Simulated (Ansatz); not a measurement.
Relaxation of BH$_{4}$NO$_{2}$ (8 atoms, charge 0, multiplicity 1), to a largest force component of 0.015 eV/Å in at most 40 steps.

Theory: RKS B3LYP-D4/6-31G* in Ansatz 0.2.0.

```xyz
8
Properties=species:S:1:pos:R:3:forces:R:3
N -0.518 1.052 -0.314 -2.33 -0.25 1.89
B 0.178 -0.208 -0.077 1.19 -0.15 -0.06
O 1.606 -0.200 -0.001 -0.88 -0.04 -1.15
O -0.479 -1.450 0.063 -0.09 0.76 1.00
H -1.587 0.875 -0.337 2.16 0.38 0.00
H -0.382 1.732 0.493 0.23 -0.74 -1.67
H 1.974 -0.344 -0.913 -0.32 0.23 1.13
H -0.700 -1.516 1.030 0.04 -0.19 -1.15
```

Problem. Where does it end, and by what steps?

Solution. The forces met the threshold. After 8 steps the energy has fallen by 1.303 eV; H8 moved furthest, 0.70 Å.

```tsv
step	energy less start (eV)	largest force component (eV/Å)	accepted
0	0.0000	2.335	yes
1	-0.3166	1.985	yes
2	-0.5723	1.930	yes
3	-0.8650	0.813	yes
4	-1.1364	0.771	yes
5	-1.2953	0.277	yes
6	-1.3031	0.061	yes
7	-1.3035	0.018	yes
8	-1.3035	0.002	yes
```

```xyz
8
Properties=species:S:1:pos:R:3
N -0.651 0.948 0.058
B 0.247 -0.144 -0.050
O 1.552 0.116 -0.403
O -0.108 -1.464 0.177
H -1.625 0.878 0.304
H -0.341 1.890 -0.122
H 2.054 -0.710 -0.440
H -1.037 -1.572 0.420
```

Whether the end is a true minimum wasn't checked by a vibrational analysis.

Run time: 20 s on 1 thread of Arm Neoverse V2 (shared host), peak memory 0.14 GiB.
